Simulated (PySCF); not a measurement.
CAuO, SMILES [O+]#[C-]->[Au] (connectivity only; charge and spin as stated), neutral, multiplicity 2.

Geometry optimised at B3LYP-D3(BJ)/def2-TZVP. The spin state was assumed, not searched. The isomer is the one that the SMILES or the coordinates give; other isomers of the formula were not compared. The def2 effective core potentials stand for the cores of Au; spin–orbit coupling is left out.

Computed with r2SCAN/def2-TZVPD run with PySCF.

Gas-phase values at a fixed geometry.

```
Property                                                                                                         Value
---------------------------------------------------------------------------------------------  -----------------------
total energy                                                                                        -249.09200 hartree
point group                                                                                                         Cs
α spin, highest occupied and lowest empty level                                                     -5.51 and -2.64 eV
β spin, highest occupied and lowest empty level                                                     -7.30 and -3.95 eV
dipole moment                                                                                                   0.49 D
quadrupole, principal values (traceless, Buckingham form, about the centre of nuclear charge)    -1.39, 0.47, 0.92 D·Å
mean static polarisability                                                                        56.2 bohr³ (8.33 Å³)
polarisability, principal values                                                                42.5, 43.0, 83.1 bohr³
⟨S²⟩                                                                                           0.759 (pure state 0.75)
```
